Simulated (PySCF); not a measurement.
# Mo (molybdenum, neutral) across methods

[Kr] 4d6, high-spin 5D determinant (an excited configuration). Calculation: PySCF 2.14, in x2c-TZVPPall with one added diffuse shell each of s, p, d, f type (9s7p7d3f1g, 95 functions); scalar relativity by spin-free X2C-1e.

```tsv
method	E (hartree)	mean ε 4p β (eV)	mean ε 4d α (eV)	mean ε 4d β (eV)	Σ⟨r²⟩ (bohr²)	⟨S²⟩
LDA	-4043.51	-35.610	-3.437	-1.411	54.68	6.009
PBE0	-4047.92	-37.590	-4.388	-2.128	53.60	6.009
PBE	-4047.86	-35.230	-3.273	-1.285	54.78	6.010
PBEsol	-4045.61	-35.236	-3.267	-1.232	54.57	6.010
M06-L	-4048.11	-34.993	-2.738	-0.904	52.19	6.021
r2SCAN	-4048.24	-35.617	-3.298	-1.194	54.00	6.022
```

⟨L²⟩ = 7.16 against 6 for a pure D term, so this real determinant mixes terms.
